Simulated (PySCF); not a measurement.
H5N2O2Ta, SMILES [Ta]([NH2])([OH])(=[O])[NH2], multiplicity 1.

Geometry: PBE0-D3(BJ)/def2-SVP. The spin state was assumed, not searched. The def2 effective core potentials stand for the cores of Ta; spin–orbit coupling is left out. Other conformers were not sampled.

All values below come from PySCF with r2SCAN/def2-TZVP.

Gas-phase values at a fixed geometry.

Computed frontier levels, gap, dipole moment and polarisability:
```yaml
highest_occupied_level: -6.20 eV
lowest_empty_level: -0.70 eV
orbital_gap: 5.50 eV
dipole_moment: 2.81 D
quadrupole, principal values (traceless, Buckingham form, about the centre of nuclear charge): -10.02, 4.28, 5.74 D·Å
mean_static_polarisability: 60.6 bohr³ (8.98 Å³)
polarisability_principal_values: 57.4, 60.2, 64.2 bohr³
```
